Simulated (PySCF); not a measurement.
Al(F)(Cl)(Et) (C2H5AlClF), SMILES C[CH2][Al]([F])[Cl].

The structure is a stationary point at B3LYP-D3(BJ)/def2-SVP. The structure was generated by enumeration; whether it is a known compound was not checked. One conformer was computed; it need not be the lowest.

These are IEF-PCM-ωB97X/def2-SVP run with PySCF values and carry that method's errors.

The values are the electrostatic part of the solvation free energy, E(continuum) − E(gas) at the gas-phase geometry, in a cavity of scaled van der Waals radii (PySCF's table); cavitation and dispersion terms are not included. A continuum can't describe solvent molecules that bind to the metal. In vacuum the orbital gap is 12.34 eV. The dipole moment in vacuum is 2.28 D.

Question: Estimate the values in water (ε = 78.36), 2-propanol (ε = 19.26), acetonitrile (ε = 35.69). (Estimate from the structure and the level; the computed values follow.)

Answer: 
| solvent | ε | ΔG(elec) (kcal/mol) | dipole (D) | gap (eV) |
|---|---|---|---|---|
| water | 78.36 | -6.9 | 2.58 | 12.52 |
| 2-propanol | 19.26 | -6.5 | 2.57 | 12.51 |
| acetonitrile | 35.69 | -6.7 | 2.58 | 12.52 |
